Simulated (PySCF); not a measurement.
Calculation: PBE0-D3(BJ)/def2-TZVP run with PySCF 2.14.0. Isolated molecules, 0 K electronic values unless said otherwise. 

Reference species (SMILES): `C=[SiH]` (neutral, multiplicity 2).

dipole moment: 0.63 D

Changed species: `[I]` (radical fragment; the reference has radical fragment).

Predict the effect on the dipole moment.

the dipole moment falls by 0.63 D, to 0.00 D.
